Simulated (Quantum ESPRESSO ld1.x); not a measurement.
The numbers below are computed, except where a source is named.
Problem. The aim is neutral zirconium in [Kr] 4d2 5s2. This ld1.x (Quantum ESPRESSO 7.5) run was made with `OMP_NUM_THREADS=1 ld1.x < ld1.in > ld1.out`. Can the result be used? Name any fault.

```
 &input
    zed=40.0,
    iswitch=1,
    rel=1,
    lsd=1,
    dft='PW',
    config='[Kr] 4d2 5s2 5s2',
    prefix='ld1',
    max_out_wfc=37,
    file_charge='ld1.rho',
 /
```

Output (excerpt):

```
     Program LD1 v.7.5 starts

 %%%%%%%%%%%%%%%%%%%%%%%%%%%%%%%%%%%%%%%%%%%%%%%%%%%%%%%%%%%%%%%%%%%%%%%%%%%%%%
     Error in routine occ_spin (1):
     wrong occupations
 %%%%%%%%%%%%%%%%%%%%%%%%%%%%%%%%%%%%%%%%%%%%%%%%%%%%%%%%%%%%%%%%%%%%%%%%%%%%%%

     stopping ...
```

Solution. No (refused). The line at issue: config='[Kr] 4d2 5s2 5s2'. The program stops in occ_spin with "wrong occupations": a shell may stand twice only as spin up and down (lsd = 1) or as its two j (rel = 2, l > 0), within their capacities. The sound input gives -3594.6166 hartree.
